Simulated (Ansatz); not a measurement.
Basis sets compared for Ga7Sb7. Total charge 0; singlet. Geometry r2SCAN-D4/def2-SVP, loosely relaxed. Ansatz on 2 threads of AMD EPYC 7R13 on a shared host and a share (18 GiB) of an NVIDIA H100 80GB HBM3; times are rough, and most runs start from earlier orbitals.

```xyz
14

Ga   -3.8723    0.8095   -0.3504
Ga   -2.4327   -0.7636   -2.3688
Ga    2.4421   -2.3269   -0.3272
Ga   -1.5396    1.7909    0.7078
Ga    3.1201   -0.8176    2.1137
Ga    0.3700   -1.4307   -1.3263
Ga    1.6296    1.4978    1.2148
Sb   -1.5064   -3.0230   -1.9701
Sb    2.0967    0.9193    3.6109
Sb   -3.2606    0.5303    2.0639
Sb    0.3084    3.1952   -0.3464
Sb    4.4367   -2.7290    1.0844
Sb   -3.5132    1.5103   -2.7289
Sb    1.7210    0.8375   -1.3774
```

In the def2 sets Sb takes a core potential; there is no spin–orbit coupling. Single mean-field runs in def2-SVP, def2-TZVP are fitted with def2-universal-jkfit. The geometry of the charge 0 singlet is only loosely relaxed. Another isomer (singlet) lies 2.67 eV lower at PBE0-D4/def2-TZVP; other spin states weren't run for this one.

Binding counts from free atoms (Ga doublet, Sb quartet) in the same basis, without a counterpoise term.

```tsv
level	functions	energy (Eh)	HOMO (eV)	LUMO (eV)	binding per atom (eV)	wall time
PBE-D4/def2-SVP	406	-15152.4880	-4.76	-3.50	2.33	3.6 s
PBE0-D4/def2-SVP	406	-15152.8040	-5.50	-3.08	2.21	4.6 s
```

Estimate the rows for PBE-D4/def2-TZVP (with forces), PBE0-D4/def2-TZVP.


```
                         level  functions  energy (Eh)  HOMO (eV)  LUMO (eV)  binding per atom (eV)  wall time
PBE-D4/def2-TZVP (with forces)        686  -15154.2701      -4.79      -3.53                   2.36        7 s
             PBE0-D4/def2-TZVP        686  -15154.5773      -5.50      -3.08                   2.24        7 s
```
